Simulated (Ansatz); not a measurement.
Reaction (SMILES): N[C]1CCCCC1 -> NC1C[CH]CCC1
Geometries: B3LYP-D3(BJ)/def2-TZVP minima from Ansatz (an electronic-structure program), one conformer each, not searched for the lowest.

Quantity: isomerisation energy (electronic energy difference), in kcal/mol. Valence correlation only, unless marked. Open shells are spin-unrestricted. No spin-orbit coupling. Non-relativistic. Basis-set limits of correlation are two-point, X^-3; Hartree-Fock from the larger set. [CCSD(T)-MP2]/basis is that difference in the basis named.

```csv
level,program,isomerisation energy (kcal/mol)
B3LYP-D4/def2-TZVPD,Ansatz + dftd4,[?]
PBE0-D3(BJ)/def2-TZVPD,Ansatz + dftd3,9.5
PBE0-D4/def2-TZVPD,Ansatz + dftd4,9.5
LC-wPBE-D3(BJ)/def2-TZVPD,Ansatz + dftd3,[?]
CCSD/STO-3G,Ansatz,8.0
"RI-MP2/CBS(cc-pVTZ,cc-pVQZ)+[CCSD(T)-MP2]/cc-pVTZ",Ansatz,8.0
```

Problem. What belongs in the gaps?

Solution. 
- B3LYP-D4/def2-TZVPD, isomerisation energy (kcal/mol): 9.7
- LC-wPBE-D3(BJ)/def2-TZVPD, isomerisation energy (kcal/mol): 9.0
